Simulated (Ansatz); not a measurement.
Z-matrix (Å, degrees):
```
C
S 1 1.814
H 1 1.089 2 109.1
H 1 1.091 2 111.1 3 120.3
H 1 1.089 2 109.1 3 -119.4
Ge 2 2.216 1 101.2 3 -120.5
S 6 2.244 2 97.0 1 -180.0
H 7 1.345 6 98.7 2 0.0
```

Charge 0, multiplicity 1.

Question: List the ωB97M-V/def2-TZVPP orbital energies in eV (the Gaussian-basis code of Ansatz). (Best estimate.)

Answer: The calculation gave: Occupied: -10867.08, -2426.86, -2426.72, -1362.87, -1210.62, -1210.58, -1210.56, -282.36, -220.81, -220.70, -174.60, -163.92, -163.82, -163.80, -163.77, -163.71, -163.65, -123.94, -123.80, -123.71, -36.68, -36.64, -36.56, -36.52, -36.45, -24.66, -22.98, -20.61, -16.35, -14.74, -14.70, -13.70, -12.16, -10.61, -10.41, -9.19, -9.12. Lowest empty: -0.28, 1.39, 2.27, 2.95, 3.23, 4.26, 4.44, 4.58.
